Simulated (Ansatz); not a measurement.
All numbers were calculated with Ansatz.

Basis-set series for CH7NO3Zr, SMILES `C[O][Zr]([NH2])([OH])[OH]`. Total charge 0; spin multiplicity 1. Zr takes the def2 core potential. All single points use the PBE0-D4/def2-TZVP geometry. It is one conformer, not always the lowest.

| functional | basis | functions | energy (Eh) | HOMO (eV) | LUMO (eV) |
| --- | --- | --- | --- | --- | --- |
| PBE0-D4 | def2-SVP | 136 | -369.41263 | -6.62 | 0.20 |
| PBE0-D4 | def2-TZVPP | 309 | -369.81259 | -6.85 | -0.06 |
| ωB97M-V | def2-SVP | 136 | -369.56612 | -8.98 | 1.17 |
| ωB97M-V | def2-TZVPP | 309 | -369.97777 | -9.21 | 0.81 |

Problem. Give the rows for def2-QZVPP. (An estimate is asked.)

Solution. The calculation gave: 
```csv
functional,basis,functions,energy (Eh),HOMO (eV),LUMO (eV)
PBE0-D4,def2-QZVPP,576,-369.83483,-6.90,-0.17
ωB97M-V,def2-QZVPP,576,-369.99904,-9.26,0.61
```

Positive LUMOs are unbound and depend on the basis.
